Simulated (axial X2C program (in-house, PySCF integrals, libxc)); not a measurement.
# Potential curves of LiBr, two-component

Calculated with an in-house relativistic program for diatomic molecules. Two-component (2c) means X2C with spin–orbit coupling and atomic mean-field two-electron Coulomb and Gaunt terms. Basis: Br dyall-cv3z [8s9p6d4f1g], Li dyall-cv3z [7s8p2d] (cores contracted in-house); Gaussian nuclei, density fitting, unrestricted open shells. Masses: Br 78.918 u, Li 7.016 u.

State: Ω = 0 (closed shell). Energies in kJ/mol from the fragments at the same level (Br + Li). Fits are polynomials in 1 − R0/R over 0.85 to 1.23 times the lowest point R0.

| R (Å) | MP2 | BP86 |
| --- | --- | --- |
| 1.8905 | -348.36 | -360.26 |
| 1.9774 | -374.88 | -384.71 |
| 2.0426 | -386.96 | -395.63 |
| 2.1078 | -393.86 | -401.72 |
| 2.1730 | -396.65 | -403.95 |
| 2.2491 | -395.86 | -402.75 |
| 2.3251 | -391.75 | -398.51 |
| 2.4229 | -382.93 | -389.71 |
| 2.5424 | -368.52 | -375.67 |
| 2.7163 | -343.56 | -351.54 |

Correlated methods: 8 electrons correlated (number of frozen shells: Br 3 s, 2 p, 1 d; Li 1 s), 186 virtual spin orbitals or spinors in MP2.

The state is a single determinant with fixed occupations, the lowest that a limited PBE0 search found. The closed shell is kept restricted, so the energy runs too high when the bond is stretched far. De is counted from the lowest determinant-based energies of the atoms at the same level, without counterpoise correction. Without a current term, density functionals place determinants with orbital angular momentum somewhat too high. MP2 and coupled cluster on one determinant become unreliable at the stretched end.

Problem. What are Re, ωe and De at the MP2 level?

Solution. At MP2, 2c: Re = 2.195 Å, ωe ≈ 553 cm⁻¹, De = 4.11 eV to Br + Li; Be follows as 0.543 cm⁻¹.

Problem. Fit the BP86 curve near its minimum: give the equilibrium distance, the harmonic wavenumber and the well depth.

Solution. At BP86, 2c: Re = 2.186 Å, ωe ≈ 543 cm⁻¹, De = 4.19 eV to Br + Li; Be follows as 0.547 cm⁻¹.
